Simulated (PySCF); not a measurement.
A GIAO shielding run with PySCF 2.14 (density fitting, non-relativistic, gas phase) on `CC[C@@H](CF)[SiH2]P`, C4H12FPSi:

```
$ OMP_NUM_THREADS=1 python probes_run.py task.json out

{"job": {"kind": "nmr", "xc": "PBE0", "basis": "pcSseg-1"}, "charge": 0, "multiplicity": 1}
C     -1.141242    -1.620278    -0.393140
C     -1.245849    -0.264380    -1.079643
C     -0.351503     0.817580    -0.472199
C     -0.790842     1.173029     0.938244
F     -0.021607     2.211472     1.416260
Si     1.521829     0.391667    -0.488611
P      2.001919    -0.767355     1.367470
H     -1.483723    -1.567810     0.637154
H     -0.111993    -1.974701    -0.395687
H     -1.755058    -2.350551    -0.916366
H     -2.287077     0.072154    -1.049181
H     -0.970487    -0.377841    -2.130468
H     -0.481337     1.720765    -1.077290
H     -1.833315     1.509590     0.979353
H     -0.643050     0.339550     1.634417
H      1.805351    -0.461446    -1.649418
H      2.280363     1.639943    -0.628874
H      2.136360     0.340714     2.183399
H      3.361458    -0.822852     1.117117
```

Hardware: 1 thread of an Arm Neoverse N1, shared host. The job also computes population analyses, field gradients.

(1) How large is the calculation?

(2) How long does it take, and how much memory does it need?

## Answers

(1) 74 electrons, 193 basis functions and 1047 auxiliary functions.

(2) 54 s of wall time, with 12 SCF cycles and 4 response iterations; peak memory 0.87 GiB. Times on a shared host scatter by some tens of per cent.
